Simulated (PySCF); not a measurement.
Radial density of Pd⁻ (palladium, charge -1)

wB97X, [Kr] 4d10 5s1, 2S determinant. All numbers are calculated (PySCF 2.14, the spin-free X2C one-electron Hamiltonian (Gaussian nucleus), in aug-cc-pwCVTZ-DK (11s10p8d4f3g, 136 functions)).

```json
{"r (bohr)": "0.0257", "4πr²ρ (e/bohr)": "57.95", "4πr²(ρα − ρβ)": "0.0011"}
{"r (bohr)": "0.0431", "4πr²ρ (e/bohr)": "49.89", "4πr²(ρα − ρβ)": "-0.0001"}
{"r (bohr)": "0.0726", "4πr²ρ (e/bohr)": "64.93", "4πr²(ρα − ρβ)": "0.0040"}
{"r (bohr)": "0.122", "4πr²ρ (e/bohr)": "68.55", "4πr²(ρα − ρβ)": "0.0056"}
{"r (bohr)": "0.205", "4πr²ρ (e/bohr)": "49.09", "4πr²(ρα − ρβ)": "0.0105"}
{"r (bohr)": "0.345", "4πr²ρ (e/bohr)": "55.31", "4πr²(ρα − ρβ)": "0.0092"}
{"r (bohr)": "0.581", "4πr²ρ (e/bohr)": "17.73", "4πr²(ρα − ρβ)": "0.0193"}
{"r (bohr)": "0.977", "4πr²ρ (e/bohr)": "16.99", "4πr²(ρα − ρβ)": "0.0353"}
{"r (bohr)": "1.64", "4πr²ρ (e/bohr)": "6.465", "4πr²(ρα − ρβ)": "0.0794"}
{"r (bohr)": "2.76", "4πr²ρ (e/bohr)": "1.339", "4πr²(ρα − ρβ)": "0.1958"}
{"r (bohr)": "4.65", "4πr²ρ (e/bohr)": "0.2840", "4πr²(ρα − ρβ)": "0.1377"}
{"r (bohr)": "7.82", "4πr²ρ (e/bohr)": "0.06381", "4πr²(ρα − ρβ)": "0.0600"}
{"r (bohr)": "13.2", "4πr²ρ (e/bohr)": "0.006485", "4πr²(ρα − ρβ)": "0.0065"}
```

Densities and radii are taken from the X2C orbitals without a picture-change correction, which distorts them close to the nucleus.

The outer electron is barely bound at this level, so radii and moments hang on the diffuse functions.
